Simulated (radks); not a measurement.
Problem. The mean radii <r> (bohr) of the occupied orbitals of an atom or ion are listed with their occupations. Calculated with a radial shooting solver on a logarithmic mesh with Libxc functionals: scalar-relativistic Kohn-Sham, LDA (Slater exchange, Perdew-Wang correlation), spin-polarised, spherical densities, point nucleus.

| orbital | occ. | <r> |
|---|---|---|
| 1s up | 1 | 0.04866 |
| 1s down | 1 | 0.04866 |
| 2s up | 1 | 0.2181 |
| 2s down | 1 | 0.2181 |
| 2p up | 3 | 0.1908 |
| 2p down | 3 | 0.1908 |
| 3s up | 1 | 0.6472 |
| 3p up | 3 | 0.6696 |
| 3p down | 3 | 0.6713 |
| 3d up | 5 | 0.7424 |
| 3d down | 5 | 0.7464 |
| 4d up | 1 | 2.957 |

Name the element and its charge. Open shells, if any, are filled with parallel spins first.

Solution. Z = 31, gallium, charge +3: Ga3+ in [Ne] 3s1 3p6 3d10 4d1. The 1s radius gives Z: for a bare nucleus <r> = (2 gamma + 1)/(2Z) with gamma = sqrt(1 - (Z/c)^2), 0.04755 bohr for Z = 31, and screening makes it slightly larger (0.04866 here). The occupations add up to 28, and the charge is Z minus that.
